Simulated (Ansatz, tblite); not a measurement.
InAs nanocrystals, H-capped: gap (eV) at several levels, gas phase, relaxed structures; Ansatz, xTB through tblite. Core potentials for In in the def2 sets, no spin–orbit coupling. Levels of anions in sets without diffuse functions are rough. A dash marks a value that wasn't run or was left out as unsound. The structures are stationary points that may keep the symmetry of their start.

```json
{"species": "In3As3H12, cut from wurtzite", "state": "singlet", "geometry": "r2SCAN-D4/def2-SVP", "GFN1-xTB": "3.98", "PBE-D4/def2-SVP": "4.64", "PBE-D4/def2-TZVP": "4.58", "PBE0-D4/def2-SVP": "6.37", "PBE0-D4/def2-TZVP": "6.31"}
{"species": "In4As4H14, cut from wurtzite", "state": "singlet", "geometry": "PBE-D4/def2-SVP", "GFN1-xTB": "3.44", "PBE-D4/def2-SVP": "3.84", "PBE-D4/def2-TZVP": "3.80", "PBE0-D4/def2-SVP": "5.56", "PBE0-D4/def2-TZVP": "5.51"}
{"species": "In5As4H16⁻, cut from zinc blende", "state": "singlet", "geometry": "PBE-D4/def2-SVP", "GFN1-xTB": "3.33", "PBE-D4/def2-SVP": "4.13", "PBE-D4/def2-TZVP": "4.08", "PBE0-D4/def2-SVP": "5.78", "PBE0-D4/def2-TZVP": "5.69"}
{"species": "In5As6H18⁺, cut from wurtzite", "state": "singlet", "geometry": "r2SCAN-D4/def2-SVP", "GFN1-xTB": "3.25", "PBE-D4/def2-SVP": "3.71", "PBE-D4/def2-TZVP": "3.70", "PBE0-D4/def2-SVP": "5.42", "PBE0-D4/def2-TZVP": "5.39"}
{"species": "In7As6H20⁻, cut from zinc blende", "state": "singlet", "geometry": "PBE-D4/def2-SVP", "GFN1-xTB": "2.99", "PBE-D4/def2-SVP": "3.60", "PBE-D4/def2-TZVP": "3.58", "PBE0-D4/def2-SVP": "5.22", "PBE0-D4/def2-TZVP": "5.17"}
{"species": "In7As7H20, cut from wurtzite", "state": "singlet", "geometry": "PBE-D4/def2-SVP", "GFN1-xTB": "2.97", "PBE-D4/def2-SVP": "3.62", "PBE-D4/def2-TZVP": "–", "PBE0-D4/def2-SVP": "5.26", "PBE0-D4/def2-TZVP": "–"}
{"species": "In9As9H26, cut from wurtzite", "state": "singlet", "geometry": "PBE-D4/def2-SVP", "GFN1-xTB": "2.75", "PBE-D4/def2-SVP": "2.92", "PBE-D4/def2-TZVP": "–", "PBE0-D4/def2-SVP": "4.53", "PBE0-D4/def2-TZVP": "–"}
{"species": "In9As10H28⁺, cut from zinc blende", "state": "singlet", "geometry": "PBE-D4/def2-SVP", "GFN1-xTB": "2.55", "PBE-D4/def2-SVP": "3.20", "PBE-D4/def2-TZVP": "3.19", "PBE0-D4/def2-SVP": "4.80", "PBE0-D4/def2-TZVP": "4.79"}
{"species": "In11As10H28⁻, cut from wurtzite", "state": "singlet", "geometry": "PBE-D4/def2-SVP", "GFN1-xTB": "2.69", "PBE-D4/def2-SVP": "3.27", "PBE-D4/def2-TZVP": "3.23", "PBE0-D4/def2-SVP": "4.86", "PBE0-D4/def2-TZVP": "4.81"}
{"species": "In10As11H28⁺, cut from wurtzite", "state": "singlet", "geometry": "PBE-D4/def2-SVP", "GFN1-xTB": "2.51", "PBE-D4/def2-SVP": "3.04", "PBE-D4/def2-TZVP": "3.01", "PBE0-D4/def2-SVP": "4.64", "PBE0-D4/def2-TZVP": "4.60"}
```

(1) Estimate the column for GFN2-xTB.

(1) In3As3H12, cut from wurtzite 4.15; In4As4H14, cut from wurtzite 3.48; In5As4H16⁻, cut from zinc blende 3.78; In5As6H18⁺, cut from wurtzite 3.11; In7As6H20⁻, cut from zinc blende 3.24; In7As7H20, cut from wurtzite 2.97; In9As9H26, cut from wurtzite 2.62; In9As10H28⁺, cut from zinc blende 2.56; In11As10H28⁻, cut from wurtzite 2.93; In10As11H28⁺, cut from wurtzite 2.62.
